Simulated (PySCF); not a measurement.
H3AlFNO, SMILES [OH][Al]([F])[NH2] (PBE0/def2-SVP optimised geometry):

```
7

Al     0.103    -0.054     0.000
F      1.767    -0.054     0.000
O     -0.757    -1.512     0.000
H     -0.373    -2.388     0.000
N     -0.758     1.475     0.000
H     -1.767     1.561     0.001
H     -0.323     2.388     0.000
```

Calculation: PBE0/def2-TZVP (PySCF).

**Question.** What are the frontier orbital energies and the dipole moment?

**Answer.** HOMO-2 -9.68 eV, HOMO-1 -9.35 eV, HOMO -7.63 eV, LUMO -0.39 eV, LUMO+1 0.98 eV; dipole moment 0.99 D.

On the same geometry PBE/def2-TZVP (PySCF 2.14.0) gives HOMO-2 -7.90 eV, HOMO-1 -7.62 eV, HOMO -6.17 eV, LUMO -1.25 eV, LUMO+1 0.20 eV; dipole moment 1.02 D.

Meta-Löwdin charges at PBE0/def2-TZVP: Al1 1.27, F2 -0.55, O3 -0.79, H4 0.36, N5 -0.77, H6 0.25, H7 0.25.
